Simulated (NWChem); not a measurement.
AlSiH$_{3}$ClF; SMILES [F][Al]([SiH3])[Cl]

Results from NWChem. Pople sets run with spherical d functions. Geometry: optimised at PBE0/def2-SVP. Static field.

Question: Among these, which level gives the highest value of “isotropic polarisability (bohr³)”?
(A) B3LYP/6-31+G*
(B) LC-BLYP (range parameter 0.33 per bohr)/6-31+G*
(C) PBE/6-31+G*
(D) CAM-B3LYP/6-31+G*

Answer: C, PBE/6-31+G*. Values: CAM-B3LYP/6-31+G* 61.1; LC-BLYP (range parameter 0.33 per bohr)/6-31+G* 62.0; B3LYP/6-31+G* 62.7; PBE/6-31+G* 65.7
